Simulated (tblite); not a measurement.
Question: What does the GFN2-xTB structure of `C(S[SiH2][SiH3])[SiH2]C(F)(F)F` look like in three dimensions?

Answer: 
Z-matrix in Å and degrees, rows numbered from 1:
```
F 
C   1  1.3491
F   2  1.3491  1  105.95
F   2  1.3466  1  106.04  3  -112.42
Si  2  1.9492  1  113.05  3   124.33
C   5  1.8932  2  106.61  1   -60.42
S   6  1.8309  5  106.63  2  -179.92
Si  7  2.1662  6   99.74  5  -179.98
Si  8  2.3068  7  107.70  6   179.95
H   5  1.4601  2  104.87  1    59.12
H   5  1.4601  2  104.87  1  -179.96
H   6  1.0898  5  112.79  2   -61.68
H   6  1.0899  5  112.80  2    61.78
H   8  1.4671  7  103.87  6    54.78
H   8  1.4670  7  103.86  6   -54.91
H   9  1.4643  8  107.78  7  -179.94
H   9  1.4632  8  112.64  7    61.19
H   9  1.4631  8  112.63  7   -61.11
```

Si8 (SiH2 silicon) is distorted tetrahedral (angles from 103.9° to 117.4°). All 3 C–F bonds measure 1.347 to 1.349 Å. The 2 C–Si bonds span 1.893 Å (Si5–C6, drawn single) to 1.949 Å (C2–Si5, drawn single), a spread of 0.056 Å. S7 (sulfur bonded to C and Si) is bent (angle 99.7°).

Computed geometry: GFN2-xTB, gas phase.

Point group: Cs (tolerance 0.08 Å). Its GFN2-xTB frequencies are all real (lowest 18 cm⁻¹). The numbers are those of one conformer (C2–Si5–C6–S7 180°, Si5–C6–S7–Si8 180°, C6–S7–Si8–Si9 180°).
